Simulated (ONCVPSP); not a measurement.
## What the settings do to the ONCV potential of Al

Base potential:

* Element: aluminium
* Generator: ONCVPSP 4.0.1
* Type: optimised norm-conserving Vanderbilt (ONCV)
* Functional: LDA (Perdew-Wang 92)
* Relativity: scalar-relativistic
* Frozen core: [Ne]
* Valence charge: 3
* Reference configuration: 3s2 3p1
* Partial waves: 3s: rc 2.30 bohr, ncon 4, nbas 8, qcut 2.7 1/bohr, 2 projectors, debl 1 Ha; 3p: rc 2.15 bohr, ncon 4, nbas 8, qcut 4.3 1/bohr, 1 projector; d scattering state at 0.02 Ha: rc 2.30 bohr, ncon 4, nbas 8, qcut 3.5 1/bohr, 2 projectors, debl 2 Ha
* Local potential: polynomial inside 2.05 bohr (lpopt 3, dvloc0 0 Ha)
* Core correction: polynomial model core, fcfact 0.3

Cutoffs, loose and tight: the cutoffs (Ha) at which the residual kinetic energy of the hardest occupied pseudo-wave falls to 1 and 0.1 mHa per electron. They do not see the model core or the augmentation charge, which bear on the density cutoff. Test errors are all-electron minus pseudo excitation energies from the reference, over the configurations 3s2 3p0; 3s1 3p0; 3s2 3p0.5; 3s1 3p1. A dash means not determined; rows that change the core or the reference have their own tests.

For the base: The cutoffs count occupied waves only; projector 2 of the d channel, the hardest unoccupied one, needs 30 Ha at the loose tolerance.

```csv
change,outcome,"cutoff, loose","cutoff, tight",bound ghosts,GHOST(+) flags above zero,largest test error (meV)
base,generated,6.9 Ha,29 Ha,none,none,-9.3
"local potential polynomial inside 2.05 bohr (lpopt 3, dvloc0 1 Ha)",generated,6.9 Ha,29 Ha,none,none,-10
"local potential polynomial inside 2.05 bohr (lpopt 3, dvloc0 4 Ha)",generated,6.9 Ha,29 Ha,none,none,-11
"local potential polynomial inside 2.05 bohr (lpopt 3, dvloc0 5.5 Ha)",generated,6.9 Ha,29 Ha,none,none,-11
"local potential polynomial inside 2.05 bohr (lpopt 3, dvloc0 7.5 Ha)",generated,6.9 Ha,29 Ha,none,s,-12
"local potential polynomial inside 2.05 bohr (lpopt 3, dvloc0 9 Ha)",generated,6.9 Ha,29 Ha,none,s,-12
```

Task: What comes out with this change to the base: local potential polynomial inside 2.05 bohr (lpopt 3, dvloc0 -2.5 Ha)?

Result: outcome: generated; cutoff, loose: 6.9 Ha; cutoff, tight: 29 Ha; bound ghosts: none; GHOST(+) flags above zero: s; largest test error (meV): -7.2.

Reading the sweep of the dvloc0 (base included, trends over the rows without a ghost): The loose cutoff stays near 6.9 Ha. The median size of the test errors (rows with all tests solved) stays near 3.3 meV.
